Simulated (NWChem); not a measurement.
System: Mg cation, doublet

Here is an NWChem input.

```
start job
memory heap 200 mb stack 900 mb global 1100 mb
charge 1
geometry units angstroms noautosym nocenter noautoz
  Mg     0.000000     0.000000     0.000000
end
basis spherical
  Mg library def2-tzvp
end
dft
  odft
  mult 2
  xc hfexch
  iterations 150
end
property
  hyperfine
end
task dft property
```

No stability test was run on the SCF state.

Fermi-contact couplings, non-relativistic, static geometry.

Atoms are numbered as in the input.

**Question.** What results follow from this input? (UHF/def2-TZVP, contact and dipolar terms.) Quantities: A(iso) 25Mg atom 1 (MHz); <S²>.

**Answer.** 
```
Item                      Value
------------------------  -----
A(iso) 25Mg atom 1 (MHz)   -452
<S²>                      0.750
```
